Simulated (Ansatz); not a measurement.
CH4SeSn, SMILES `[CH2]1[Se][SnH2]1` at its PBE0-D4/def2-TZVP geometry, where that method's forces vanish. The species carries charge 0 and has multiplicity 1. Sn takes the def2 core potential.

```
atom    x (Å)    y (Å)    z (Å)
  C1   0.4470   0.8012  -0.5735
 Se2  -1.5474   0.8279  -0.7413
 Sn3  -0.2339  -0.8183   0.6021
  H4   0.8411   1.6714  -0.0605
  H5   0.9483   0.5755  -1.5080
  H6  -0.3123  -0.6615   2.2863
  H7  -0.1428  -2.3963  -0.0052
```

Problem. For each bond, give half the difference of the two atoms' forces along it (eV/Å; positive pushes the atoms apart) under PBE-D4, r2SCAN-D4, B3LYP-D4, ωB97M-V in def2-TZVPP. (Best estimate.)

Solution. Computed: 
| bond | length (Å) | PBE-D4 | r2SCAN-D4 | B3LYP-D4 | ωB97M-V |
| --- | --- | --- | --- | --- | --- |
| C1–Se2 | 2.002 | 0.28 | 0.19 | 0.42 | 0.03 |
| C1–Sn3 | 2.114 | 0.22 | 0.14 | 0.34 | -0.01 |
| C1–H4 | 1.084 | 0.06 | -0.07 | -0.17 | -0.07 |
| C1–H5 | 1.084 | 0.06 | -0.07 | -0.17 | -0.07 |
| Se2–Sn3 | 2.498 | 0.37 | 0.15 | 0.42 | -0.06 |
| Sn3–H6 | 1.693 | 0.02 | -0.04 | -0.07 | -0.05 |
| Sn3–H7 | 1.693 | 0.02 | -0.04 | -0.07 | -0.05 |

B3LYP here is the variant with VWN-RPA as its local correlation; programs differ in this.
